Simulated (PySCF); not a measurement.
F3H3SiSn, SMILES [F][Sn]([F])([F])[SiH3].

The structure is a stationary point at PBE-D3(BJ)/def2-SVP. The def2 effective core potentials stand for the cores of Sn; spin–orbit coupling is left out.

All values below come from r2SCAN/def2-TZVP (PySCF).

```yaml
total_energy: -805.30867 hartree
point_group: C3v
highest_occupied_level: -8.67 eV
lowest_empty_level: -3.05 eV
orbital_gap: 5.63 eV
dipole_moment: 5.73 D
quadrupole, principal values (traceless, Buckingham form, about the centre of nuclear charge): -4.20, -4.20, 8.40 D·Å
mean_static_polarisability: 65.4 bohr³ (9.70 Å³)
polarisability_principal_values: 57.6, 57.6, 81.1 bohr³
```
